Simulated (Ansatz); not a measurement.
```yaml
crystal:
  periodic: [false, false, false]
  atoms:
    - {symbol: F, position_ang: [-2.028376, -0.690368, -0.440329]}
    - {symbol: C, position_ang: [-0.603920, -0.916532, -0.658313]}
    - {symbol: C, position_ang: [0.082608, 0.269711, -1.300191]}
    - {symbol: C, position_ang: [0.402207, 1.188259, -0.033485]}
    - {symbol: F, position_ang: [1.780661, 1.524990, -0.130998]}
    - {symbol: F, position_ang: [-0.255502, 2.327066, -0.146613]}
    - {symbol: C, position_ang: [0.083576, 0.432261, 1.173209]}
    - {symbol: F, position_ang: [0.992665, 0.649300, 2.187896]}
    - {symbol: C, position_ang: [-0.010898, -1.004363, 0.788545]}
    - {symbol: F, position_ang: [1.249968, -1.581583, 0.602862]}
    - {symbol: F, position_ang: [-0.685978, -1.779745, 1.567437]}
    - {symbol: H, position_ang: [-0.480510, -1.919995, -1.207698]}
    - {symbol: H, position_ang: [-0.570289, 0.768400, -1.954098]}
    - {symbol: H, position_ang: [0.985018, -0.060668, -1.756092]}
    - {symbol: H, position_ang: [-0.937356, 0.751497, 1.446838]}
basis:
  gaussian: {orbitals: def2-TZVPD}
magnetization: {spin_polarized: true, initial_magnetization: 2}
hamiltonian: {xc: {name: HF}}
correlation: {method: mp2, frozen_orbitals: {F: 0}}
```

```sh
$ ansatz run in.yaml --threads 4 --pin off --events-out ev --progress --plain --max-ram 66560MiB --backend cuda --devices 0, --max-vram 37GiB
```

It prints (some lines left out):

```
Functional definition: HF
Error: "frozen_orbitals" has no count for C
```

(1) Something in this input is off. What?

Answers

(1) Frozen orbitals are typed for one element alone, and the program wants a count for each. The program refused the input.
